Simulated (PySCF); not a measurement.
PySCF 2.14 output of an unrestricted BLYP calculation on a single atom or ion in aug-cc-pVDZ-DK (4s3p2d, 23 functions), with the spin-free X2C one-electron Hamiltonian (Gaussian nucleus):

```
SCF conv_tol = 1e-09
number electrons alpha = 6  beta = 3
    A. D. Becke.,  Phys. Rev. A 38, 3098 (1988)
    C. Lee, W. Yang, and R. G. Parr.,  Phys. Rev. B 37, 785 (1988)
    B. Miehlich, A. Savin, H. Stoll, and H. Preuss.,  Chem. Phys. Lett. 157, 200 (1989)
cycle= 1 E= -126.398116661126  delta_E= -0.0033  |g|= 0.00898  |ddm|= 0.193
cycle= 2 E= -126.398135313974  delta_E= -1.87e-05  |g|= 0.00524  |ddm|= 0.0205
cycle= 3 E= -126.398142730077  delta_E= -7.42e-06  |g|= 0.000277  |ddm|= 0.00789
cycle= 4 E= -126.398142757469  delta_E= -2.74e-08  |g|= 3.89e-06  |ddm|= 0.000466
cycle= 5 E= -126.398142757474  delta_E= -4.66e-12  |g|= 6.77e-08  |ddm|= 6.41e-06
converged SCF energy = -126.398142757474  <S^2> = 3.7509511  2S+1 = 4.0004755
```

The run itself started from symmetry-adapted Hartree-Fock orbitals and held the occupation by maximum overlap, on a logarithmic radial grid, so the iterations belong to that start.

**Question.** Which element, charge and spin multiplicity is this?

**Answer.** Ne⁺ (neon, charge +1), multiplicity 4; the state was [He] 2s1 2p5 3s1, high-spin 4P determinant (an excited configuration).

The outer electron is Rydberg-like, and this basis confines it to a smaller radius and binds it less than a complete one would.
